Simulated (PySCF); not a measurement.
SMILES [CH3][Al]([CH3])[CH3], GFN2-xTB optimised geometry.

```
13

C      1.83     0.12     0.00
Al    -0.17     0.12     0.00
C     -1.16    -1.61     0.00
C     -1.16     1.84     0.00
H      2.24     1.13     0.01
H      2.25    -0.40     0.87
H      2.25    -0.39    -0.88
H     -0.49    -2.48    -0.02
H     -1.80    -1.73     0.88
H     -1.83    -1.71    -0.87
H     -0.96     2.44    -0.89
H     -0.90     2.48     0.85
H     -2.25     1.69     0.04
```

Density from PBE/def2-TZVP (PySCF) at that geometry.

Minimum of the electron density along straight lines between bonded atoms, close to the bond critical point (lines longer than 1.1 times the sum of covalent radii, or with two minima, are not listed):

```csv
bond,length / Å,ρ at the minimum / e bohr⁻³,∇²ρ there / e bohr⁻⁵,position (fraction from the first atom)
C1–Al2,1.995,0.081,0.21,0.60
Al2–C3,1.995,0.081,0.21,0.40
Al2–C4,1.995,0.081,0.21,0.40
C1–H5,1.095,0.266,-0.85,0.64
C1–H6,1.095,0.264,-0.84,0.64
C1–H7,1.095,0.264,-0.84,0.64
C3–H8,1.095,0.266,-0.85,0.64
C3–H9,1.095,0.264,-0.84,0.64
C3–H10,1.095,0.264,-0.84,0.64
C4–H11,1.095,0.264,-0.84,0.64
C4–H12,1.095,0.264,-0.84,0.64
C4–H13,1.095,0.266,-0.85,0.64
```
